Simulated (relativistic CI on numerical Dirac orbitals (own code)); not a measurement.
## d1 to d9 in one octahedral field

Computed with a parametric ligand-field model without spin-orbit coupling, by exact diagonalisation: B = 690, C = 2790, 10Dq = 29500 cm⁻¹ (Oh; |10Dq|/B = 42.8) for every shell. Energies in cm⁻¹; the field energy is (0.6 n_e − 0.4 n_t2) × 10Dq of the ground term; g labels are left out.

```tsv
Shell	Ground term	Electrons in e	Field energy	First spin-allowed bands	Lowest term of other spin
d1	2T2	0.000	-11800	2E 29500	
d2	3T1	0.013	-23219	3T2 27904, 3T1 36657	1T2 9997
d3	4A2	0.000	-35400	4T2 29500, 4T1 37066	2E 13728
d4	3T1	0.020	-46622	3E 26865, 3T1 27555	1T2 8357
d5	2T2	0.037	-57923	2A2 25917, 2T1 26165	4T1 16129
d6	1A1	0.027	-70001	1T1 27539, 1T2 37120	3T1 21589
d7	2E	1.019	-52547	2T1 27374, 2T2 28032	4T1 15843
d8	3A2	2.000	-35400	3T2 29500, 3T1 37066	1E 11004
d9	2E	3.000	-17700	2T2 29500
```

Low spin: d4, d5, d6, d7; the other shells keep the spin of the free ion. Only d4 to d7 can choose; the field needed to pair spins is smallest for d6 and largest for d5, which loses most exchange energy. In the strong-field picture 10Dq must exceed about 6B + 5C = 18090 (d4), 7.5B + 5C = 19125 (d5), 2.5B + 4C = 12885 (d6) and 4B + 4C = 13920 (d7); mixing of terms shifts these bounds somewhat.
